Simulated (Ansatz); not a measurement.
System: HgI, charge 0, doublet. HgI (parent SMILES [Hg][I], doublet).
B3LYP-D3(BJ)/def2-TZVP minimum from Ansatz (an electronic-structure program):
```
Hg
I 1 2.8364
```
Charge 0, spin multiplicity 2.

Property: atomisation energy (electronic, to ground-state atoms), in kcal/mol. UHF or UKS for unpaired electrons; spin-orbit terms are left out. Correlated methods leave the cores frozen (noble-gas shells, and filled d and f shells in the p block). Past Kr the def2 sets carry scalar-relativistic core potentials. CBS(X,Y): correlation extrapolated as X^-3, Hartree-Fock from the larger set. A bracket is a step between two methods taken in the basis named. Spin-orbit terms, left out, reach several kcal/mol for Br and I, and more for heavier atoms. The UHF reference of HgI (parent SMILES [I][Hg], doublet) is spin-contaminated (<S^2> up to 0.04 over the pure value in the sets run). The spin of HgI (parent SMILES [I][Hg], doublet) was assumed, and the state is the lowest solution found for it.

CCSD(T)/CBS(def2-TZVPP,def2-QZVPP) + [CCSDT(Q) - CCSD(T)]/def2-SVP (Ansatz) gives 13.1 kcal/mol.

Q: How far off this value is PBE/def2-TZVPD (Ansatz), in which direction, and how far these levels: r2SCAN/def2-TZVPD, PBE0/def2-TZVPD, wB97M-V/def2-TZVPD, B2PLYP/def2-TZVPD, CCSD(T)/CBS(def2-TZVPP,def2-QZVPP)?

A: PBE gives 15.5 kcal/mol, 2.4 kcal/mol above it. Differences of the others: r2SCAN/def2-TZVPD (Ansatz) 3.6; PBE0/def2-TZVPD (Ansatz) 2.1; wB97M-V/def2-TZVPD (Ansatz) 0.3; B2PLYP/def2-TZVPD (Ansatz) -2.1; CCSD(T)/CBS(def2-TZVPP,def2-QZVPP) (Ansatz) -0.2 kcal/mol.
